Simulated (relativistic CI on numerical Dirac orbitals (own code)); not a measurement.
**Hyperfine structure of Re²⁸⁺, mass number 185**

Method of calculation: Dirac-Coulomb-Breit CI, separate exchange-only KLI orbitals for each configuration, a model potential for QED, unscaled Slater integrals (own radial code, finite nucleus).

Configuration list (outside the closed core [Ar] 3d10): 4s2 4p6 4d10 4f, 4s2 4p6 4d9 4f2, 4s2 4p6 4d10 5s, 4s2 4p6 4d10 5p, 4s2 4p5 4d10 4f2, 4s2 4p6 4d10 5d, 4s 4p6 4d10 4f2, 4s2 4p6 4d9 4f 5s, 4s2 4p4 4d10 4f3, 4s2 4p6 4d9 5s2, 4s2 4p6 4d10 5f, 4s2 4p6 4d9 4f 5p, 4s2 4p6 4d9 5s 5p, 4s2 4p6 4d8 4f2 5s, 4s2 4p6 4d10 6s, 4s2 4p6 4d10 5g. Levels of other configurations are missing.

Nuclear spin I = 5/2, μ = 3.176 μN, Q = 2.07 b (tables of Stone and Pyykkö). The electronic factors are computed for point nuclear moments, without core polarisation or the Bohr-Weisskopf and QED corrections.

```
                  Level   E (eV)  A (GHz)  B (GHz)
4s2 4p6 4d10 4f 2F°_5/2    0.000    5.888     9.99
4s2 4p6 4d10 4f 2F°_7/2    4.009    3.179     11.2
 4s2 4p6 4d10 5s 2S_1/2  144.782      674         
 4s2 4p6 4d9 4f2 4F_3/2  196.344    1.669    -2.15
 4s2 4p6 4d9 4f2 4F_5/2  196.951    5.467     11.8
4s2 4p6 4d10 5p 2P°_1/2  199.483    210.2         
4s2 4p6 4d9 4f2 4K_15/2  203.873    6.845    -31.2
```

Levels with J = 0, under 50 % of one LS term, or S terms without an open s electron are left out. Small factors come from cancelling terms and can be off by tens of per cent or more.

At this charge energies of transitions that change n are usually good to better than 1 %, and those within a shell (Δn = 0) to a few per cent.

Give the hyperfine levels of 4s2 4p6 4d10 4f 2F°_5/2 relative to its centre of gravity.

With K = F(F + 1) − I(I + 1) − J(J + 1), E = AK/2 + B[¾K(K + 1) − I(I + 1)J(J + 1)]/[2I(2I − 1)J(2J − 1)]: F = 0: -44.52, F = 1: -41.03, F = 2: -33.15, F = 3: -19.09, F = 4: 3.862, F = 5: 39.3 GHz.

LS names give the leading component of a level, which can be under half, so a name can repeat, a term be missing and a line seem to break the LS rules.
